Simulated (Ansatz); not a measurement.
`BO[Si](O)(O)O` and `O[Si](O)(O)[O][GaH2]` differ in one element.

Ansatz, PBE0-D4/def2-TZVP geometries, multiplicity 1. Each molecule was computed in one conformer, which needn't be the lowest.

Scalar relativity is left out up to krypton.

```
                                          property  `BO[Si](O)(O)O`
              HOMO–LUMO gap (PBE0/def2-TZVPP) / eV             7.90
size of the dipole moment (ωB97M-V/def2-TZVPP) / D             1.49
             HOMO–LUMO gap (B3LYP/def2-TZVPP) / eV             7.45
    zero-point energy (PBE0-D4/def2-TZVP) / kJ/mol            183.1
                 HOMO energy (PBE/def2-TZVPP) / eV            -6.98
             HOMO energy (ωB97M-V/def2-TZVPP) / eV           -10.87
```

Problem. Give the same properties after the change, and the shifts. (Best estimate.)

Solution. The calculation gave: 
| property | `O[Si](O)(O)[O][GaH2]` | shift |
| --- | --- | --- |
| HOMO–LUMO gap (PBE0/def2-TZVPP) / eV | 7.73 | -0.17 |
| size of the dipole moment (ωB97M-V/def2-TZVPP) / D | 1.92 | 0.43 |
| HOMO–LUMO gap (B3LYP/def2-TZVPP) / eV | 7.23 | -0.22 |
| zero-point energy (PBE0-D4/def2-TZVP) / kJ/mol | 165.6 | -17.5 |
| HOMO energy (PBE/def2-TZVPP) / eV | -6.59 | 0.39 |
| HOMO energy (ωB97M-V/def2-TZVPP) / eV | -10.26 | 0.61 |

With PBE0 the HOMO rises by 0.50 eV and the LUMO rises by 0.33 eV, so the gap narrows by about 0.17 eV. PBE moves the HOMO by 0.39 eV and ωB97M-V by 0.61 eV. Dipoles are sizes alone; their direction can turn.

B3LYP here is the variant with VWN-RPA as its local correlation; programs differ in this.
